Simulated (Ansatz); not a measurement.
Hf₃Si, relaxed as a singlet with RKS B3LYP-D4/def2-SVP in Ansatz, starting from the GFN1-xTB geometry. Force threshold 0.02 eV/Å.

In the def2 sets Hf takes a core potential; there is no spin–orbit coupling. The restricted singlet is unstable towards broken spin symmetry at other levels; at B3LYP-D4/def2-SVP this wasn't settled. At B3LYP-D4/def2-SVP a quintet of charge 0 lies 0.84 eV below the restricted singlet, each at its own geometry. The structure comes from a short search, and lower isomers may exist.

Start:

```
atom   x (Å)   y (Å)   z (Å)
 Hf1  -1.333  -0.219   1.540
 Hf2   1.858   0.064  -1.177
 Hf3   0.326   0.082  -0.491
 Si4  -0.851   0.073   0.127
```

(1) Estimate the energy that the relaxation releases and the steps that it takes.

(2) Does the start keep its bonding and symmetry?

(3) Predict the relaxed structure.

## Answers

(1) 66.78 eV, in 27 steps; 74 s on 4 threads of Arm Neoverse V2 on a shared host. No frequencies were taken in this run, so the end may be a saddle point.

(2) Bonds lost: Hf2–Si4 (atoms count from 1). Metal–metal contacts that move far: Hf1–Hf2 4.20 to 2.72 Å. Point group Cs at the start, Cs at the end, both within 0.05 Å.

(3) 
Cartesian coordinates in Å:
```
Hf -0.023 -0.690 1.294
Hf 2.168 0.120 -0.094
Hf -0.182 0.013 -1.455
Si -1.963 0.557 0.256
```
Bond lengths (bridged metal pairs left out): 3 × Hf–Hf 2.72 to 2.84 Å; 2 × Hf–Si 2.53 Å.
